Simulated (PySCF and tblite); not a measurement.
The numbers below are computed, except where a source is named.
System: 4-ethoxypyridine, C7H9NO, numbered as in [CH3:1][CH2:2][O:3][c:4]1[cH:5][cH:6][n:7][cH:8][cH:9]1.

Motion: rotation about the C4–O3 bond (torsion C5–C4–O3–C2 from 4° to 176°, rising). GFN2-xTB gives an electronic barrier of 5.8 kcal/mol.

Task: What does PBE0/pcSseg-1 + D3(BJ) give on GFN2-xTB geometries?

Result: A barrier of 4.9 kcal/mol, 0.9 below the tight-binding barrier (from unrounded values) and, with GFN2-xTB thermal terms, ΔG‡(298 K) = 4.9 kcal/mol and k = 3×10⁹ s⁻¹ (2 equivalent paths).

Programs: tblite and PySCF.
